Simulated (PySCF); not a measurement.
Spectrum to structure. Computed with TDDFT CAM-B3LYP/def2-SVPD, vertical, gas phase, core orbitals frozen in the response in PySCF. Geometries: GFN2-xTB, one conformer each.

```
state  E (eV)       f
   S1    4.56   0.041
   S2    6.05  0.0005
   S3    6.41  0.0094
   S4    6.61  0.0034
   S5    6.69   0.129
   S6    6.87  0.0067
   S7    7.32  0.0024
   S8    7.52   0.040
```

Question: Which structure fits? All have the formula C5H6F2OSi.
A. `FC(F)c1ccc([SiH3])o1`
B. `FC(F)OC1=C[SiH2]C=C1`
C. `FC(F)c1coc([SiH3])c1`

Answer: B. Its S1, at 4.56 eV, is the lowest among the candidates; the nearest of the others has S1 at 5.77 eV. S1 is HOMO→LUMO (98%). Löwdin shares by element: HOMO carbon 82% or more (atoms not listed hold the other 18%); LUMO carbon 72% or more (atoms not listed hold the other 28%). At the same level the other candidates give, for their lowest levels:
- `FC(F)c1coc([SiH3])c1`: 5.86 eV (f 0.242); 6.63 eV (f 0.000); 6.68 eV (f 0.017); 7.30 eV (f 0.008); 7.44 eV (f 0.013); T1 3.79 eV; HOMO -8.40, LUMO 0.34 eV
- `FC(F)c1ccc([SiH3])o1`: 5.77 eV (f 0.372); 6.66 eV (f 0.000); 6.71 eV (f 0.001); 7.34 eV (f 0.001); 7.47 eV (f 0.009); T1 3.70 eV; HOMO -8.42, LUMO 0.20 eV

Conformer computed: `[F:1][CH:2]([F:3])[O:4][C:5]1=[CH:6][SiH2:7][CH:8]=[CH:9]1`: F1–C2–O4–C5 -166°, C2–O4–C5–C6 -9°.
Triplets come from the Tamm–Dancoff approximation.
